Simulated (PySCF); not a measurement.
# [Pb(NH3)3]2+: from a saddle point downhill

PySCF 2.14.0, RKS PBE0, Pb def2-SVP with ECP60, N def2-SVP, H def2-SVP; non-relativistic Hamiltonian with scalar-relativistic core potentials where named; density fitting; no spin-orbit coupling. Relaxed within the symmetry of its start, the geometry (C3h) is

```xyz
13

Pb    0.0000    0.0000    0.0000
N     2.6218    0.0009    0.0000
H     3.0325   -0.4703    0.8145
H     3.0325   -0.4703   -0.8145
H     3.0347    0.9406    0.0000
N    -1.3116    2.2701    0.0000
H    -1.1090    2.8614    0.8145
H    -1.1090    2.8614   -0.8145
H    -2.3319    2.1578    0.0000
N    -1.3101   -2.2710    0.0000
H    -1.9235   -2.3911    0.8145
H    -1.9235   -2.3911   -0.8145
H    -0.7027   -3.0984    0.0000
```

and its lowest harmonic modes are -100, -42, -42, -38, 16, 16 cm⁻¹ (negative: unstable). It was moved along the lowest mode and relaxed again, within the group C3 that the move left.

Where does it end, and how much lower?

In C3, 0.712 eV lower, after 31 steps:
```xyz
13

Pb    0.0000    0.0000   -1.2131
N     2.0579    0.0474    0.1890
H     1.9556   -0.0584    1.2043
H     2.7106   -0.6926   -0.0988
H     2.5805    0.9220    0.0557
N    -1.0700    1.7585    0.1890
H    -0.9272    1.7228    1.2043
H    -0.7555    2.6937   -0.0988
H    -2.0888    1.7738    0.0557
N    -0.9879   -1.8059    0.1890
H    -1.0284   -1.6644    1.2043
H    -1.9551   -2.0011   -0.0988
H    -0.4918   -2.6958    0.0557
```

How do the contacts change?


```
      contact  saddle (Å)  end (Å)
 Pb1–N2 (NH3)       2.622    2.491
 Pb1–N6 (NH3)       2.622    2.491
Pb1–N10 (NH3)       2.622    2.491
```


Is the end a minimum?

Yes; lowest modes 46, 65, 65, 87, 87, 102 cm⁻¹.

State: singlet.
